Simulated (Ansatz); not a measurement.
System: C$_{2}$H$_{2}$F$_{3}$ (charge 0, doublet). It need not be the lowest isomer of its formula. SMILES: [CH2]C(F)(F)F
Structure (B3LYP-D3(BJ)/def2-TZVP (Ansatz, a program for electronic structure) minimum search):
```
C
F 1 1.3491
F 1 1.3491 2 107.66
F 1 1.3590 2 106.54 3 -113.97
C 1 1.4761 2 111.89 4 -122.70
H 5 1.0782 1 119.00 2 33.18
H 5 1.0782 6 121.59 1 -172.53
```
Charge 0, spin multiplicity 2.

Atomisation energy built up term by term with Ansatz (kcal/mol; UHF references for open shells; valence terms freeze the core; atomic spin-orbit terms are left out). Basis-set limits of correlation are two-point, X^-3; Hartree-Fock from the larger set (for Q and 5 zeta extrapolated as (X+1)exp(-9√X)).

```
term                                          basis  kcal/mol
-----------------------  --------------------------  --------
Hartree-Fock                   CBS(cc-pVQZ,cc-pV5Z)    457.19
CCSD correlation               CBS(cc-pVQZ,cc-pV5Z)    174.90
(T)                            CBS(cc-pVQZ,cc-pV5Z)     14.00
core correlation                          cc-pwCVTZ      2.18
scalar relativity (X2C)  cc-pVTZ-DK against cc-pVTZ     -0.84
sum: De                                                 647.4
```

(T) makes 2.2 % of the CCSD(T) atomisation energy; under 5 % is typical of single-reference molecules.
